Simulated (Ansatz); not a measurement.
BiF3 (SMILES [F][Bi]([F])[F]) moved off its minimum; all values from Ansatz (a first-principles code), cores frozen in correlated methods. Elements past Kr take the def2 small-core potentials, without spin–orbit coupling.
(charge 0, multiplicity 1)
```xyz
4

Bi    -0.0271     0.0590     0.4014
F     -1.3550    -1.0070    -0.8295
F     -0.2385     1.6827    -0.7885
F      1.4694    -0.7236    -0.6492
```

Forces at HF/def2-TZVPP (eV/Å):

```
atom      Fx      Fy      Fz
----  ------  ------  ------
Bi1   -1.280  -0.656  -3.813
F2     1.523   1.312   1.914
F3     0.309  -1.191   1.150
F4    -0.551   0.534   0.750
```

Problem. Give the forces (eV/Å), the total energy and the dipole at CCSD(T)/def2-TZVPPD.

Solution. 
```json
[
 {"atom": "Bi1", "Fx": "-1.376", "Fy": "-0.569", "Fz": "-2.187"},
 {"atom": "F2", "Fx": "0.991", "Fy": "0.879", "Fz": "1.390"},
 {"atom": "F3", "Fx": "0.194", "Fy": "-0.434", "Fz": "0.586"},
 {"atom": "F4", "Fx": "0.191", "Fy": "0.123", "Fz": "0.212"}
]
```
Energy -512.9889 hartree, dipole 6.04 D.
